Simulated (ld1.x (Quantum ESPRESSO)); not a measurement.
lead, ultrasoft: configuration errors across variants

lead, ultrasoft, made with ld1.x (Quantum ESPRESSO) 7.5 (LDA (PZ), scalar-relativistic). Core [Xe] 4f14 5d10, reference 6s2 6p2. Waves: 6s (bound): rcut 1.65, rcutus 2.05 bohr; 6s channel at 1.95 Ry: rcut 1.65, rcutus 2.05 bohr; 6p (bound): rcut 1.75, rcutus 2.30 bohr; 6p channel at 0.55 Ry: rcut 1.75, rcutus 2.30 bohr. Local part: all-electron potential smoothed inside 2.15 bohr (lloc = -1). Core correction: a·sin(br)/r model core inside 1.05 bohr. Augmentation charge: built from norm-conserving waves at rcut, not smoothed further.

All-electron excitation energies from the reference (eV): (1) 6s2 6p1 6.833; (2) 6s2 6p0 20.595; (3) 6s1 6p0 53.472; (4) 6s0 6p4 18.035; (5) 6s2 6p2.3 -0.859; (6) 6s2 6p1.5 2.610; (7) 6s1 6p2 16.431; (8) 6s2 6p2 spin -0.452; (9) 6s2 6p1 spin 6.687.

Spin tests fill each open shell by Hund’s rule, majority spin first.

3 further variants failed, have other tests or another functional or relativity, and are left out.

A true bound ghost makes a file unfit for plane-wave use even where its test errors are small: the radial tests pick states by their node count and pass the ghost by.

Errors AE − PS in meV (a dash: test not solved or not reliable):

```tsv
change	(1)	(2)	(3)	(4)	(5)	(6)	(7)	(8)	(9)	bound ghosts
base	-19	-129	-651	-125	-0.1	-3.8	-90	-6.0	-22	d
core correction a·sin(br)/r model core inside 1.54 bohr	-19	-129	-648	-122	-0.1	-3.8	-90	-5.1	-22	d
waves 6p (bound): rcut 1.75, rcutus 3.08 bohr; 6p channel at 0.55 Ry: rcut 1.75, rcutus 3.08 bohr	-19	-129	-651	-120	-0.1	-3.8	-89	-6.0	-22	d
waves 6s (bound): rcut 1.65, rcutus 2.70 bohr; 6s channel at 1.95 Ry: rcut 1.65, rcutus 2.70 bohr	-19	-129	-651	-125	-0.1	-3.8	-90	-6.0	-22	d
all radii but the core radius scaled by about 0.90 (s 1.84, p 2.06 bohr, rcut 1.48/1.56); local potential all-electron potential smoothed inside 1.92 bohr (lloc = -1)	-24	-159	-735	-125	-0.2	-4.6	-94	-2.6	-25	p, s, d
wave 6s channel at 1.95 Ry: rcut 1.65, rcutus 2.05 bohr becomes 6s channel at -0.27 Ry: rcut 1.65, rcutus 2.05 bohr	-19	-130	-652	-125	0.0	-3.8	-90	-6.0	-22	d
```

Problem. Give the same row for: local potential all-electron potential smoothed inside 1.00 bohr (lloc = -1).

Solution. -19, -129, -651, -125, 0.0, -3.8, -90, -6.0, -22; bound ghosts: s, p, d.
